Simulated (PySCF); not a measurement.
CH5NO3Si3.
Structure used (PBE0-D3(BJ)/def2-SVP), in Å, numbered top down from 1:
```
atom  x, y, z in Å
N1     2.9022   -1.8748    1.1377
C2     2.1258   -1.5038    0.3610
Si3    0.8738   -0.8919   -0.8704
O4    -0.6132   -1.3429   -0.3215
Si5   -1.7543   -0.4899    0.5569
O6    -1.2501    1.0934    0.5728
Si7    0.0429    1.9011   -0.0878
O8     0.9638    0.7536   -0.8866
H9     1.1648   -1.4691   -2.1946
H10   -3.0620   -0.6020   -0.1342
H11   -1.8072   -1.0112    1.9446
H12   -0.4301    2.8976   -1.0796
H13    0.8488    2.5224    0.9915
```

A calculation gives these core lines: C 1s: 291.99 eV; N 1s: 405.58 eV; O 1s: 538.54 (area 1), 538.66 (area 2) eV; Si 1s: 1848.76 (area 2), 1849.28 (area 1) eV; Si 2p3/2: 108.68 (area 2), 109.08 (area 1) eV.

Computed with delta-SCF UKS SCAN, pcX-2 on the ionised atom, pcseg-1 elsewhere, spin-free X2C (PySCF). The structure is a single PBE0-D3(BJ)/def2-SVP conformer in the gas phase; no vibrational or solvent corrections.

Question: Order the silicon atoms by Si 1s binding energy.

Answer: 1848.76 eV: Si5/Si7 (oxygen-bound silicon); 1849.28 eV: Si3 (oxygen-bound silicon). Lowest listed Si 1s: Si5/Si7, bonded to 2 O and 2 H. Highest, 0.52 eV above it: Si3, bonded to 2 O, C and H.

Question: Order the silicon atoms by Si 2p3/2 binding energy.

Answer: 108.68 eV: Si5/Si7 (oxygen-bound silicon); 109.08 eV: Si3 (oxygen-bound silicon). The listed Si 2p3/2 values span 0.40 eV, from Si5/Si7 (bonded to 2 O and 2 H) to Si3 (bonded to 2 O, C and H).

Bonded neighbours of each site: N1: C (triple bond); C2: N (triple bond) and Si; Si3: 2 O, C and H; O4/O8: 2 Si; Si5/Si7: 2 O and 2 H; O6: 2 Si.

Question: Which photon wavelength matches the Si 2p3/2 of Si5/Si7 threshold?

Answer: λ = hc/E = 12398.42 eV Å / 108.68 eV = 114.082 Å.

Atoms equivalent by their bonding share one computed value, that of the first of them. Spin–orbit and ligand-field terms were added within each 2p shell after the spin-free SCF. 2p1/2 minus 2p3/2 (ligand field included): Si 0.63 eV.

On an Intel Xeon at 2.50 GHz with one thread, no GPU, on a shared host, this took 4.3 min wall, 3.6 min CPU and 0.67 GiB of memory at its peak.
